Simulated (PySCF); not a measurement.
Sm³⁶⁺: ionisation energy

Sm³⁶⁺ [Ar] 3d8 (3F) → Sm³⁷⁺ [Ar] 3d7 (4F), as a difference of total energies. Computed with PySCF 2.14 in an even-tempered Gaussian basis (18 s from 6.2 bohr⁻², ratio 2.5; 13 p from 8.1 bohr⁻², ratio 2.5; 8 d from 8.1 bohr⁻², ratio 2.5; 4 f from 35 bohr⁻², ratio 2.7; 3 g from 52 bohr⁻², ratio 2.7), with the spin-free X2C one-electron Hamiltonian (Gaussian nucleus). Correlated levels: outer shells: [Ne] frozen; virtual orbitals above 40 to 60 times the deepest correlated orbital energy dropped. The calculations carry no spin-orbit coupling.

| method | ionisation energy (eV) |
| --- | --- |
| UHF | 2578.5 |
| LDA | 2579.3 |
| PBE | 2579.1 |
| PBE0 | 2579.5 |
| r2SCAN | 2580.6 |
| M06-2X | 2581.3 |
| B97-3 | 2579.9 |
| MP2 (outer shells) | 2580.0 |
| SCS-MP2 (outer shells) | 2579.9 |

Spin-orbit coupling is strong in these open shells (close to jj coupling). The scalar numbers leave it out and a first-order estimate fails, so it can dominate the gap to the real levels.

Breit and QED terms and the two-electron picture change are absent.

For comparison: 2569 ± 5 eV (theoretical estimate listed by NIST; NIST Atomic Spectra Database, ionization energies).
